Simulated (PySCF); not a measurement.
# V⁺: excitation energy

V⁺ [Ar] 3d4 (5D) → V⁺ [Ar] 3d3 4s1 (5F), as a difference of total energies. Calculation: PySCF 2.14, in aug-cc-pVQZ-DK; the spin-free X2C one-electron Hamiltonian (Gaussian nucleus). Correlated levels: valence: [Ar] frozen. The calculations carry no spin-orbit coupling.

```tsv
method	excitation energy (cm⁻¹)	error (cm⁻¹)
UHF	-3636.7	-6357
LDA	5589.6	+2870
PBE	4003.1	+1283
PBE0	3296.3	+576
BHandHLYP	1207.5	-1512
PBEsol	4927.8	+2208
B97-3	3118.5	+399
MP2 (valence)	439.85	-2280
SCS-MP2 (valence)	-2277.9	-4998
```

Reference: 2719.9 cm⁻¹ (measured; NIST levels, between the centres of gravity of the two terms).
